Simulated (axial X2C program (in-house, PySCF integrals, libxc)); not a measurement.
The numbers below are computed, except where a source is named.
# SnSi⁻: input and output

Program: an in-house relativistic program for diatomic molecules.

Input:
```json
{
 "zs": [
  50,
  14
 ],
 "q": -1,
 "bas": [
  "dyall-acv3z",
  "dyall-av3z"
 ],
 "levels": [
  "PBE0",
  "HF",
  "BLYP"
 ],
 "cc": true,
 "r0": 2.56,
 "thr": -1.0,
 "nmax": 90,
 "npts": 10,
 "nst": 2,
 "ntry": 6
}
```
```bash
python so2c.py task.json out
```

Keys: zs atomic numbers; q charge; bas basis sets; levels methods; cc coupled cluster on or off; r0 starting distance in Å; thr threshold in hartree for freezing inner shells (an s shell follows its p shell); nmax most natural virtual spinors; npts points on the curve; nst determinants followed; ntry starts of the search. HF also brings MP2.

Output of the HF step, scalar-relativistic, at R = 2.436 Å for the state M_S = 1/2, Λ = 1. It starts from PBE0 orbitals of this distance.

```
spin-free X2C-1e  HF
basis functions 207  fitting functions 1070  grid points 5083
iter        total energy     max residual
   1      -6463.341580328     2.08e-01
   2      -6463.367350647     4.66e-03
   3      -6463.368362719     2.19e-03
   4      -6463.368587116     1.43e-03
   5      -6463.368718041     1.81e-03
   6      -6463.368860736     1.85e-03
   7      -6463.368899412     1.90e-03
   8      -6463.368547345     1.56e-03
   9      -6463.368148566     4.70e-04
  10      -6463.368145679     3.10e-04
  11      -6463.368142573     9.06e-05
  12      -6463.368142855     1.75e-05
  13      -6463.368142894     7.68e-06
  14      -6463.368142907     4.51e-06
  15      -6463.368142912     2.29e-06
  16      -6463.368142913     1.04e-06
converged
one-electron -9208.98653146  Coulomb 2778.05844262  exact exchange -184.50247101  xc functional 0.00000000  nuclear repulsion 152.06241693
correlated 9  virtual 293  natural virtual 90  E(MP2) -0.192328013  MP2 remainder -0.007144302
iter   CCSD correlation   residual
   1     -0.197099726   1.47e-01
   2     -0.204971666   5.97e-02
   3     -0.206486795   2.33e-02
   4     -0.206670473   8.30e-03
   5     -0.206695978   3.19e-03
   6     -0.206692419   1.92e-03
   7     -0.206699699   1.16e-03
   8     -0.206708327   5.54e-04
   9     -0.206705086   2.29e-04
  10     -0.206706582   1.15e-04
  11     -0.206705319   6.34e-05
  12     -0.206706051   3.45e-05
  13     -0.206705934   1.60e-05
  14     -0.206705988   7.04e-06
  15     -0.206706033   3.20e-06
  16     -0.206706031   1.29e-06
(T) -0.015524394  T1 0.0309  D1 0.0516  max T2 0.114
```
Energies are in hartree; totals compare only within one Hamiltonian and basis. T1 in the output is the amplitude norm over the root of the electron number; divide by √2 for the Lee–Taylor value.
